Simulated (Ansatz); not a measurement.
`[SiH3]N[SiH2][GaH2]`. The species carries charge 0 and has multiplicity 1.

```csv
atom,x (Å),y (Å),z (Å)
Si1,0.4830,-1.3607,0.7676
N2,-0.6793,-0.1669,1.1363
Si3,-0.9928,1.1895,0.0720
Ga4,0.6467,0.7551,-1.6539
H5,1.1746,-0.8857,-0.4969
H6,1.5501,-1.5165,1.7898
H7,-0.0666,-2.7040,0.4480
H8,-1.2172,-0.2617,1.9863
H9,-0.8248,2.4693,0.8226
H10,-2.4183,1.1751,-0.3731
H11,0.2674,-0.0966,-2.9202
H12,2.0773,1.4033,-1.5784
```

Problem. List the harmonic frequencies (cm⁻¹, unscaled) at PBE0-D4/def2-TZVP in Ansatz. (Best estimate.)

Solution. Ansatz gave: 21, 74, 135, 280, 306, 351, 359, 374, 530, 569, 637, 693, 699, 711, 747, 872, 881, 943, 976, 989, 1024, 1180, 1949, 1952, 2054, 2177, 2182, 2222, 2226, 3600.

Problem. Is this a minimum?

Solution. Yes, all 30 modes are real.

Problem. Give the ideal-gas thermochemistry at 298.15 K and 1 bar (rigid rotor, harmonic oscillator; point group C1, symmetry number 1).

Solution. Zero-point energy 189.7 kJ/mol; H(298) − E = 214.1 kJ/mol; entropy 385.9 J/(mol·K), of which translation 171.2, rotation 117.9, vibration 96.9; G(298) − E = 99.0 kJ/mol. Modes under 100 cm⁻¹ are hindered rotations or soft bends, so the harmonic entropy is rough.

Problem. Rotational constants (cm⁻¹)?

Solution. 0.1184, 0.05729, 0.04037.
